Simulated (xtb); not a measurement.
xtb input:

```bash
xtb mol.xyz --gfn 2 --ohess tight --chrg -1 --uhf 0
```
mol.xyz:
```
8

C     -1.27602747     0.27007933    -0.29242143
C     -0.13206285    -0.23587856     0.16947023
C      1.22930847     0.08997588    -0.27943122
Cl     2.20138622     0.78694007     1.03665742
H     -1.29621007     0.98453179    -1.02695557
H     -2.25715558    -0.06089810     0.16699345
H     -0.19868263    -1.04458377     0.95270312
H      1.71461388    -0.76186298    -0.66327291
```

What final total energy does it print?

-13.13476 Eh (GFN2-xTB).

It need not be the lowest isomer of its formula. Whether it binds its extra electron was not tested at this geometry.
